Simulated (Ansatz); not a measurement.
Saddle point of Si₂NH₇ClOF₃, singlet (Si₂H₃ClOF₂ ([F][Si]([F])([Cl])[O][SiH3]) + NH₃ + HF → SiNH₂ClF₂ ([NH2][Si]([F])([F])[Cl]) + SiH₄O ([OH][SiH3]) + HF; bonds formed: O2–H9, H7–F10; dative contacts that become bonds: Si1–N8; bonds broken: Si1–O2, H7–N8, H9–F10), PBE0-D4/def2-TZVP structure:

Si1  (-0.391, -0.115, 1.243)
O2  (0.126, -0.271, -0.618)
Si3  (0.503, -1.641, -1.527)
F4  (-0.795, 0.135, 2.793)
F5  (-1.838, -0.576, 0.772)
Cl6  (1.058, -1.525, 1.651)
H7  (-0.378, 1.948, -0.175)
N8  (0.035, 1.622, 0.982)
H9  (-0.225, 0.574, -1.121)
F10  (-0.623, 1.891, -1.297)
H11  (1.954, -1.907, -1.434)
H12  (-0.288, -2.786, -1.034)
H13  (0.128, -1.288, -2.916)
H14  (1.042, 1.750, 0.930)
H15  (-0.306, 2.188, 1.752)
(Å)

Energies are electronic, without zero-point energy. Barriers and step energies count from the start structure reached by relaxing down the imaginary mode; all methods use the PBE0-D4 structures, on which another method's saddle can fall below an end. Computed with Ansatz 0.2.0 (basis: def2-TZVPP, with def2-QZVPP for the basis limit); correlated methods freeze the cores. B3LYP uses VWN-RPA correlation. Extrapolation: Hartree–Fock as exp(−7.88 √X), correlation as X^−2.97.

| method | barrier (eV) | step energy (eV) |
| --- | --- | --- |
| SPW92 | 0.471 | 0.798 |
| PBE-D4 | ? | 0.543 |
| BLYP-D4 | 0.810 | 0.443 |
| r2SCAN-D4 | 0.824 | 0.618 |
| B97M-V | 1.019 | 0.583 |
| PBE0-D4 | ? | 0.592 |
| B3LYP-D4 | 0.894 | 0.497 |
| r2SCAN0-D4 | 0.910 | 0.642 |
| BHLYP-D4 | 1.040 | 0.563 |
| CAM-B3LYP-D4 | 0.880 | 0.552 |
| wB97X-V | 0.930 | 0.610 |
| wB97M-V | ? | 0.628 |
| B2PLYP | 0.949 | 0.530 |
| PBE-QIDH | 0.948 | 0.655 |
| RPA on PBE | 0.974 | 0.599 |
| HF | 1.391 | 0.392 |
| MP2 | 0.959 | 0.629 |
| CCSD | 1.065 | 0.590 |
| CCSD(T) | 0.999 | 0.619 |

Fill in the withheld barriers. (Judge from chemistry; the value comes from the calculation.)

Computed: wB97M-V 0.942; PBE0-D4 0.851; PBE-D4 0.728 eV. Each is the energy of the saddle less that of the start structure, by the same method.

For comparison, the barrier by CCSD(T) at an estimated basis limit (MP2 extrapolated from triple and quadruple zeta, plus CCSD(T) − MP2 in triple zeta) is 1.006 eV.

No T1 diagnostic of these runs exceeds 0.012.

Labels in which every atom is bracketed show which atoms are joined, not bond orders.

For scale, one of the runs: CCSD(T)/def2-TZVPP, 379 basis functions, launched by `ansatz run in.yaml --threads 4 --pin off --events-out ev --progress --plain --max-ram 66560MiB --backend cuda --devices 0, --max-vram 37GiB`. Hardware: 4 CPU threads of an AMD EPYC 7R13 and a share of one NVIDIA H100, shared host. Wall time 21 s; peak host memory 0.9 GiB.
